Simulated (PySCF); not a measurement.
**Atomic charges against the basis set**

Species: C₄H₅FSi.
Geometry (PBE0-D3(BJ)/def2-SVP, Å), atoms numbered from 1 in this order:
```
atom  x, y, z in Å
F1    -2.3484    1.5369   -0.3818
C2    -1.2375    0.8350   -0.1940
C3    -0.0483    1.3879    0.1065
C4     1.0531    0.4191    0.2701
C5     0.7880   -0.8973    0.1106
Si6   -1.0281   -1.0470   -0.2938
H7     0.1036    2.4645    0.2225
H8     2.0524    0.7962    0.5158
H9     1.5566   -1.6643    0.2181
H10   -1.8519   -1.7696    0.7200
H11   -1.3397   -1.5861   -1.6505
```

PBE0 throughout (PySCF), one geometry, spherical d and f functions. Isolated species at its PBE0-D3(BJ)/def2-SVP geometry, gas phase. The first 7 of 10 kinds of atom are listed.

Mulliken charges (e):

```tsv
basis	functions	F1	C2	C3	C4	C5	Si6	H7
pcSseg-0	68	-0.343	-0.192	-0.192	-0.188	-0.777	+0.999	+0.257
6-31G*	98	-0.301	+0.180	-0.227	-0.147	-0.386	+0.443	+0.187
cc-pVDZ	113	-0.161	+0.038	-0.044	+0.003	-0.177	+0.357	+0.023
def2-SVP	113	-0.195	+0.020	-0.068	-0.014	-0.267	+0.495	+0.042
aug-cc-pVDZ	187	-0.550	+0.173	+0.817	+0.777	-0.050	-0.195	-0.477
6-311+G(2d,p)	200	-0.280	+0.002	-0.104	+0.013	-0.460	+0.590	+0.121
def2-TZVP	222	-0.178	+0.084	-0.116	-0.121	-0.266	+0.228	+0.134
cc-pVTZ	254	-0.154	+0.085	-0.163	-0.089	-0.269	+0.282	+0.131
IGLO-III	269	-0.238	+0.007	-0.076	-0.008	-0.405	+0.759	+0.092
```

IAO charges (e):

```csv
basis,functions,F1,C2,C3,C4,C5,Si6,H7
pcSseg-0,68,-0.213,+0.015,-0.209,-0.120,-0.428,+0.595,+0.164
6-31G*,98,-0.239,+0.036,-0.211,-0.109,-0.454,+0.712,+0.158
cc-pVDZ,113,-0.239,+0.040,-0.215,-0.113,-0.452,+0.704,+0.159
def2-SVP,113,-0.239,+0.034,-0.209,-0.109,-0.451,+0.718,+0.157
aug-cc-pVDZ,187,-0.254,+0.041,-0.214,-0.117,-0.458,+0.710,+0.164
"6-311+G(2d,p)",200,-0.256,+0.033,-0.213,-0.116,-0.466,+0.743,+0.164
def2-TZVP,222,-0.255,+0.035,-0.214,-0.115,-0.469,+0.750,+0.163
cc-pVTZ,254,-0.252,+0.038,-0.216,-0.115,-0.466,+0.735,+0.163
IGLO-III,269,-0.256,+0.033,-0.214,-0.117,-0.470,+0.751,+0.164
```

Task: Which scheme is steadiest as the basis changes?

Result: Largest range over the bases for any column: IAO 0.16 e, Mulliken 1.19 e. IAO charges move least and Mulliken charges most, counted in e.

Task: How much do the charges still move between the two largest bases, cc-pVTZ and IGLO-III?

Result: At most, over all atoms: Mulliken 0.477 e, IAO 0.015 e.

Task: What do the same runs give for the total energy, the frontier levels and the dipole moment?

Result: 
```tsv
basis	energy (Eh)	HOMO (eV)	LUMO (eV)	μ (D)
pcSseg-0	-543.3889	-6.79	-1.60	1.50
6-31G*	-544.2851	-6.37	-1.27	1.27
cc-pVDZ	-544.3219	-6.52	-1.42	1.25
def2-SVP	-544.0309	-6.63	-1.54	1.29
aug-cc-pVDZ	-544.3394	-6.67	-1.63	1.41
6-311+G(2d,p)	-544.3951	-6.69	-1.67	1.45
def2-TZVP	-544.4201	-6.67	-1.63	1.39
cc-pVTZ	-544.4118	-6.64	-1.58	1.33
IGLO-III	-544.4247	-6.68	-1.66	1.41
```

The dipole is fixed by the density alone, so its range of 0.25 D shows that the density itself changes with the basis, not only its division among atoms.
